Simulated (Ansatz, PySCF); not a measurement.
Gas-phase reaction (SMILES): CCN -> CC[NH] + H atom; the H-N bond at the site shown breaks (other sites are not compared here).

Geometries: B3LYP-D3(BJ)/def2-TZVP minima from Ansatz (a quantum-chemistry and plane-wave program), one conformer each, not searched for the lowest. Correlated levels leave the core frozen unless marked. UHF or UKS for open shells. No spin-orbit coupling. No relativistic terms. CBS(X,Y): correlation extrapolated as X^-3; Hartree-Fock from the larger set. The bracket is a focal-point correction in the basis named. Thermal terms are rigid-rotor harmonic-oscillator values from B3LYP-D3(BJ) frequencies (PySCF) at 298.15 K and 1 atm. 1 Eh = 627.5095 kcal/mol. Atoms have translation alone. Electronic entropy comes from spin alone.

```csv
species,"E, RI-MP2/CBS(cc-pVTZ,cc-pVQZ)+[CCSD(T)-MP2]/cc-pVTZ (Ansatz) (Eh)","E, r2SCAN-D4/def2-TZVPD (Ansatz + dftd4) (Eh)",H - E (Eh),G - E (Eh)
CCN,-135.01338,-135.14002,0.09774,0.06690
CC[NH],-134.33984,-134.47762,0.08291,0.05136
H atom,-0.49995,-0.49993,0.00236,-0.01065
```

### Question
Work out ΔE and ΔH, ΔG, ΔS and the equilibrium constant at 298.15 K at the first level, then ΔH at the second.

### Answer

1. ΔE = [(-134.33984) + (-0.49995)] - [(-135.01338)] = 0.17359 Eh = 108.9 kcal/mol at RI-MP2/CBS(cc-pVTZ,cc-pVQZ)+[CCSD(T)-MP2]/cc-pVTZ.
2. The terms H - E add up to -0.01247 Eh, so ΔH = (0.17359 + (-0.01247))×627.5095 = 101.1 kcal/mol.
3. The terms G - E add up to -0.02619 Eh, so ΔG = 92.5 kcal/mol, and ΔS = (-0.01247 - (-0.02619))×627509.5/298.15 = 28.9 cal/(mol K).
4. log10 K = -ΔG/(RT ln 10) = -67.8, with RT ln 10 = 1.3642 kcal/mol.
5. With ΔH and ΔS taken as constant, ΔG changes sign near ΔH/ΔS = 3500 K, a rough figure that leaves out heat capacities.
6. At r2SCAN-D4/def2-TZVPD the same steps give ΔE = 102.0 and ΔH = 94.1 kcal/mol, a shift of -7.0 from the first level.
7. These values are not checked against measurement here, since the tables used lack a sound gas-phase enthalpy of formation for at least one species.
